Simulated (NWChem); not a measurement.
Species: C3H7F; SMILES CC(C)F

```xyz
11

C     -0.6358     0.1048     1.2680
C      0.0459    -0.3568     0.0000
C     -0.6358     0.1048    -1.2680
F      1.3442     0.1278     0.0000
H     -0.7020     1.2036     1.2893
H     -1.6538    -0.3065     1.3378
H     -0.0677    -0.2235     2.1504
H      0.1205    -1.4603     0.0000
H     -0.7020     1.2036    -1.2893
H     -1.6538    -0.3065    -1.3378
H     -0.0677    -0.2235    -2.1504
```
Atoms are numbered in this order, from 1.

Results from NWChem. Pople sets run with spherical d functions. The geometry was optimised at PBE0/def2-SVP. Atomic charges in e: unrestrained fits to the electrostatic potential beside Mulliken populations; buried atoms are poorly determined by the fit.

Task: Estimate the computed values for Hartree-Fock/6-31G*. Quantities: ESP C1; Mulliken C1; ESP C2; Mulliken C2; ESP C3; Mulliken C3; ESP F4; Mulliken F4; relative RMS misfit of the potential (%).

Result: 
| Property | Value |
|---|---|
| ESP C1 | -0.28 |
| Mulliken C1 | -0.53 |
| ESP C2 | 0.69 |
| Mulliken C2 | 0.34 |
| ESP C3 | -0.29 |
| Mulliken C3 | -0.53 |
| ESP F4 | -0.39 |
| Mulliken F4 | -0.47 |
| relative RMS misfit of the potential (%) | 26 |
